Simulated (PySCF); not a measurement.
Electron correlation in I⁺ (iodine, charge +1)

[Kr] 4d10 5s2 5p4, high-spin 3P determinant. Computed with PySCF 2.14 in cc-pVDZ-PP with ECP28MDF, with scalar relativity through the core potential. Frozen: 4s2 4p6 4d10; 6 electrons correlated.

MP2 pair energies summed by pair of shells (mhartree):

```tsv
pair	energy	share (%)
5p-5p	-29.35	48.9
5s-5p	-26.23	43.7
5s-5s	-4.48	7.5
```

Total MP2 correlation energy: -60.05 mhartree.

Same-spin part -15.05 and opposite-spin part -45.00 mhartree; SCS-MP2 scales them by 1/3 and 6/5 to -59.02 mhartree.

```json
{"level": "CCSD", "correlation energy (mhartree)": "-73.48"}
{"level": "(T)", "correlation energy (mhartree)": "-0.68"}
{"level": "CCSD(T)", "correlation energy (mhartree)": "-74.16"}
```

Diagnostics: T1 = 0.0064, D1 = 0.0202, largest double amplitude 0.055.

Cost of the coupled-cluster step: 0.08 s of wall time on 1 thread of Neoverse-V2 (shared host), for 6 correlated electrons.
